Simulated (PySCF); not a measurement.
## Computed vibrations of Y(OH)3(NH3)

Y(OH)3(NH3) (singlet). PySCF 2.14.0, RKS PBE0, Y def2-SVP with ECP28, O def2-SVP, H def2-SVP, N def2-SVP; non-relativistic Hamiltonian with scalar-relativistic core potentials where named; density fitting; no spin-orbit coupling. Central differences of gradients.

```xyz
11

Y     0.1038   -0.1094    0.1114
O     1.1229    1.3812    1.0747
H     1.6614    1.9913    1.5739
O    -1.4466   -1.0191    1.0900
H    -2.0744   -1.4910    1.6336
O     1.0721   -1.1479   -1.3632
H     1.5859   -1.6853   -1.9620
N    -1.2765    1.3401   -1.3680
H    -1.8594    1.9879   -0.8365
H    -0.7066    1.9070   -1.9971
H    -1.9071    0.7938   -1.9561
```

Run from Python with OMP_NUM_THREADS=2. Where DIIS fails, smearing, a level shift and second-order steps follow.
It took 3.3 min on 2 threads of AMD EPYC 9R45 96-Core Processor (Zen 5), on a shared host.

Task: What are the harmonic wavenumbers and infrared intensities?

Result: Negative numbers are unstable modes, those under 60 cm⁻¹ near the noise; a finer grid moves soft modes by up to 10 cm⁻¹.
```json
{"cm⁻¹": "67", "km/mol": "3.8", "symmetry": ""}
{"cm⁻¹": "75", "km/mol": "3.4", "symmetry": ""}
{"cm⁻¹": "84", "km/mol": "0.1", "symmetry": ""}
{"cm⁻¹": "112", "km/mol": "12.9", "symmetry": ""}
{"cm⁻¹": "134", "km/mol": "0.0", "symmetry": ""}
{"cm⁻¹": "136", "km/mol": "0.1", "symmetry": ""}
{"cm⁻¹": "232", "km/mol": "2.5", "symmetry": ""}
{"cm⁻¹": "297", "km/mol": "247.5", "symmetry": ""}
{"cm⁻¹": "304", "km/mol": "249.2", "symmetry": ""}
{"cm⁻¹": "309", "km/mol": "0.2", "symmetry": ""}
{"cm⁻¹": "416", "km/mol": "8.2", "symmetry": ""}
{"cm⁻¹": "420", "km/mol": "16.2", "symmetry": ""}
{"cm⁻¹": "440", "km/mol": "462.2", "symmetry": ""}
{"cm⁻¹": "503", "km/mol": "28.4", "symmetry": ""}
{"cm⁻¹": "504", "km/mol": "27.9", "symmetry": ""}
{"cm⁻¹": "606", "km/mol": "26.5", "symmetry": ""}
{"cm⁻¹": "617", "km/mol": "232.9", "symmetry": ""}
{"cm⁻¹": "618", "km/mol": "232.7", "symmetry": ""}
{"cm⁻¹": "1183", "km/mol": "145.0", "symmetry": ""}
{"cm⁻¹": "1632", "km/mol": "23.5", "symmetry": ""}
{"cm⁻¹": "1632", "km/mol": "23.6", "symmetry": ""}
{"cm⁻¹": "3502", "km/mol": "18.5", "symmetry": ""}
{"cm⁻¹": "3626", "km/mol": "37.6", "symmetry": ""}
{"cm⁻¹": "3626", "km/mol": "37.4", "symmetry": ""}
{"cm⁻¹": "4024", "km/mol": "103.2", "symmetry": ""}
{"cm⁻¹": "4030", "km/mol": "130.0", "symmetry": ""}
{"cm⁻¹": "4031", "km/mol": "55.8", "symmetry": ""}
```

Task: Is this a minimum?

Result: Yes. Ideal gas at 298.15 K and 1 bar: S = 423.3 J/(mol K), Cp = 152.6 J/(mol K), H − H(0 K) = 30.8 kJ/mol (rigid rotor, harmonic modes, spin degeneracy alone).
